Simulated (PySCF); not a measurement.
Electronic absorption of C4H12Si2

Compound: C4H12Si2.
Geometry (PBE0-D3(BJ)/def2-SVP, Å), atoms numbered from 1 in this order:
```xyz
18
C4H12Si2 angstrom
Si     2.6665   -0.2887   -0.6964
C      0.9748   -1.0869   -0.4620
C     -0.0652   -0.1115    0.0623
C     -1.5379   -0.5975    0.1813
C     -2.3052    0.7367   -0.0006
Si    -0.7739    1.3565   -0.9300
H      3.6634   -1.2676   -1.2306
H      3.1769    0.2493    0.6037
H      2.5545    0.8538   -1.6589
H      1.0816   -1.9567    0.2122
H      0.6588   -1.4945   -1.4391
H      0.2447    0.2891    1.0457
H     -1.7608   -1.2748   -0.6613
H     -1.7646   -1.1528    1.1080
H     -3.2866    0.6730   -0.4900
H     -2.4263    1.2640    0.9592
H     -0.2625    2.7488   -0.7280
H     -0.8269    1.0694   -2.3989
```

Theory: TDDFT wB97X-D/def2-SVPD, vertical, gas phase, core orbitals frozen in the response (PySCF).

```csv
state,E (eV),E (kJ/mol),λ (nm),f,|μ| (D),"main configurations (H = HOMO, L = LUMO)"
S1,6.92,667,179.2,0.025,0.97,H→L (85%)
S2,7.50,723,165.3,0.0058,0.45,"H→L+1 (52%), H-1→L (21%), H→L+2 (11%)"
S3,7.61,734,163.0,0.074,1.60,"H-1→L (53%), H→L+1 (14%)"
S4,7.93,765,156.3,0.0089,0.54,"H-1→L+1 (53%), H-1→L+2 (17%), H-2→L (9%)"
S5,8.00,771,155.1,0.031,1.01,"H-2→L (33%), H→L+3 (30%)"
S6,8.11,782,152.9,0.0060,0.44,"H→L+3 (22%), H-3→L (14%), H→L+4 (13%)"
S7,8.24,795,150.4,0.058,1.36,"H→L+2 (23%), H-3→L (20%), H→L+4 (17%)"
S8,8.27,798,149.9,0.041,1.14,"H→L+5 (47%), H-3→L (10%), H→L+2 (8%)"
S9,8.34,805,148.7,0.035,1.06,"H-3→L (17%), H→L+3 (13%), H-2→L (12%)"
S10,8.48,818,146.2,0.021,0.81,"H→L+7 (20%), H-1→L+5 (12%), H-1→L+3 (11%)"
```

Triplets (Tamm–Dancoff): T1 6.52 eV, H→L (73%); T2 6.87 eV, H-1→L (64%), H-1→L+1 (8%); T3 7.30 eV, H→L+1 (60%), H→L+2 (14%); T4 7.64 eV, H→L+3 (34%), H-2→L (21%), H→L+5 (9%).

The lowest singlet lies at 6.92 eV (179 nm, vacuum ultraviolet) and is weak; its leading configuration is HOMO→LUMO (85%). The most intense listed level is S3 at 7.61 eV (163 nm, f = 0.074), 0.69 eV above S1. Löwdin shares by element: HOMO carbon 51% or more, silicon 18% or more (atoms not listed hold the other 31%); LUMO silicon 38%, hydrogen 16% or more (atoms not listed hold the other 46%). Weighted by f, the mean energy of these states is 7.96 eV. Of the 10 states listed, 7 reach f = 0.01 and none stays under 0.0005. Orbital energies (eV): HOMO-3 -10.99, HOMO-2 -10.49, HOMO-1 -9.98, HOMO -9.45, LUMO 1.81, LUMO+1 2.18, LUMO+2 2.48. The vertical ionisation energy (ΔSCF) is 9.53 eV, 1.05 eV above S10. Only the lowest 10 singlets were computed, as vertical energies without vibronic structure.

One conformer stands for the species.

Without π bonds the low states are Rydberg-like; a valence basis with one diffuse set may place them up to an eV too high.
